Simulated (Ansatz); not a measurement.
Relaxation of H2InS (4 atoms, charge 0, multiplicity 2), to a largest force component of 0.015 eV/Å in at most 40 steps.

Level of theory: UKS B3LYP-D4/def2-SVP in Ansatz 0.2.0.

```xyz
4
Properties=species:S:1:pos:R:3
S 0.513 -1.155 0.200
In -0.320 1.042 -0.720
H -0.926 -1.139 0.543
H 0.788 1.192 -0.044
```

**Question.** Where does it end, and by what steps?

**Answer.** The run converged. After 10 steps the energy has fallen by 3.397 eV; H4 moved furthest, 1.01 Å. The start is strongly strained (largest force component 11 eV/Å).

```csv
step,energy less start (eV),largest force component (eV/Å),accepted
0,0.0000,10.820,yes
1,-2.1566,3.024,yes
2,-2.7854,1.008,yes
3,-3.0469,0.540,yes
4,-3.2076,0.274,yes
5,-3.3162,0.223,yes
6,-3.3501,0.999,yes
7,-3.3932,0.068,yes
8,-3.3962,0.039,yes
9,-3.3967,0.027,yes
10,-3.3967,0.004,yes
```

```xyz
4
Properties=species:S:1:pos:R:3
S 0.202 -1.343 0.396
In -0.251 0.983 -0.324
H -1.092 -1.733 0.324
H 1.197 2.032 -0.416
```

Time of the run: 59 s on 1 CPU thread of a shared host.
